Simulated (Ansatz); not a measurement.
Reaction (formal exchange of groups at the Si–F bond): `F[SiH](Cl)[GeH3]` + CH₄ → `C[SiH](Cl)[GeH3]` + H–F

Calculated with Ansatz (gas phase, PBE0-D4/def2-TZVP geometries, no zero-point term in ΔE). CCSD(T)/CBS is the MP2 limit (def2-TZVPP, def2-QZVPP) plus CCSD(T) − MP2 in def2-TZVPP, frozen cores. This one scheme is used for every species. DFT in def2-TZVPP. For Ge outer-core shells are correlated without core-valence functions, which leaves a few kJ/mol of doubt a bond. Scalar relativity is left out up to krypton.

| species | r2SCAN0-D4 energy (Eh) |
| --- | --- |
| `F[SiH](Cl)[GeH3]` | -2928.98490 |
| CH₄ | -40.49857 |
| `C[SiH](Cl)[GeH3]` | -2868.99796 |
| H–F | -100.43391 |

**Question.** Work out ΔE.

**Answer.** ΔE = (-2868.99796) + (-100.43391) − (-2928.98490) − (-40.49857) = 0.05160 Eh = +135.5 kJ/mol. CCSD(T)/CBS gives +130.6 kJ/mol.

Largest T1 diagnostic among the species: 0.012.

In def2-TZVPP, CCSD(T) changes the Hartree–Fock value by −23.7 kJ/mol (the triples alone add −2.7 kJ/mol) and MP2 by −25.6 kJ/mol. From r2SCAN to r2SCAN0 (25 % exact exchange), in def2-TZVPP and without D4, ΔE moves by −3.0 kJ/mol. The D4 term adds −7.7 kJ/mol with B3LYP and −4.4 kJ/mol with PBE0; it sums over pairs of atoms, weighted by their polarisabilities, and B3LYP, whose exchange is more repulsive, gets the larger term.

B3LYP here is the variant with VWN-RPA as its local correlation; programs differ in this.
